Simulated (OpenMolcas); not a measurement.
**Ru4+ in a ligand field**

Ru4+ with 4 ligands (fluoride) in tetrahedral coordination (Td) at 1.8 Å. Ligand basis ANO-RCC-VDZP.

```yaml
Program: OpenMolcas 26.06
Method: CASSCF
Basis: ANO-RCC-VTZP [7s6p4d2f1g]
Scalar_Hamiltonian: DKH2, point nucleus
Active_space: 4 electrons in 5 orbitals (4d)
State_averaging: 2S+1 = 5 even, 5 roots; 2S+1 = 3 even, 45 roots; 2S+1 = 1 even, 50 roots
Spin-orbit_coupling: state interaction with AMFI integrals over the reference wave functions
```

The lowest spin-free states (labels of Td), above the lowest:

```tsv
State	Degeneracy	E (cm-1)
1A1	1	0.0
5T2	3	5108
3T1	3	7285
3T2	3	10485
1T1	3	13381
1T2	3	21025
2S+1 = 3	3	21111
5E	2	21181
3E	2	21321
2S+1 = 3	3	21390
2S+1 = 3	3	24633
2S+1 = 3	3	27003
1E	2	27476
1A1	1	28270
1T2	3	28929
3A2	1	31599
1A2	1	31865
2S+1 = 1	3	33703
2S+1 = 3	3	34769
2S+1 = 1	3	35766
```

The lowest levels with spin-orbit coupling:

```csv
E (cm-1),Degeneracy,2S+1
0.0,1,1 (89 %)
4607,1,5 (79 %)
4725,3,5 (81 %)
5122,3,5 (90 %)
5611,2,5
5835,3,5
6213,3,5
8275,2,3
8380,3,3 (81 %)
8566,3,3 (90 %)
8699,1,3 (74 %)
10509,1,3
10962,3,3
11374,3,3 (90 %)
11704,2,3
14012,3,1 (88 %)
20773,1,5 (51 %)
20825,3,1 (50 %)
20973,2,3 (57 %)
20984,3,5 (54 %)
```

Electric-dipole absorption from the lowest level at this geometry, strongest bands:

| E (cm-1) | λ (nm) | f |
| --- | --- | --- |
| 8566 | 1170 | 1.00e-05 |
| 20825 | 480 | 7.16e-03 |
| 21336 | 469 | 1.28e-03 |
| 21965 | 455 | 2.40e-05 |
| 22428 | 446 | 1.21e-04 |
| 22594 | 443 | 2.81e-03 |
| 27883 | 359 | 2.22e-04 |
| 29649 | 337 | 1.62e-03 |
| 32582 | 307 | 4.78e-05 |
| 35615 | 281 | 1.75e-04 |
| 36211 | 276 | 1.78e-03 |
| 37695 | 265 | 7.46e-05 |
| 38894 | 257 | 1.66e-04 |
| 40274 | 248 | 1.91e-05 |
| 42403 | 236 | 1.74e-04 |
| 45024 | 222 | 1.47e-05 |

Powder χT (cm3 K/mol): 0 at 2 K, 0.0017 at 10 K, 0.00848 at 50 K, 0.017 at 100 K, 0.0339 at 200 K, 0.0509 at 300 K. The effective moment at 300 K is 2.828 √(χT) = 0.64 μB.

Metal share of the active 4d orbitals (Löwdin): 71, 71, 71, 84, 84 %; Mulliken charge of the metal 1.94.

Without dynamic correlation the repulsion within the d shell is too large (B by tens of per cent), so at a given field states of lower spin stand too high. This shell can be high or low spin here, a state of another spin lies low, and with metal d orbitals alone active their balance is uncertain, so the ground spin may be wrong, although the usual error favours high spin. The least metal-like active orbital is 71 % on the metal (Löwdin) and no ligand orbital is active, so the numbers are rough. With metal d orbitals alone the field can be off either way by tens of per cent. Ligand-to-metal charge-transfer states are missing. With no ligand orbital active B as a rule stays too high, so bands that hang on it stand too high and its fall with covalency is understated. No measured value stands beside these numbers; the geometry was imposed, not optimised, and the real ion may take another.
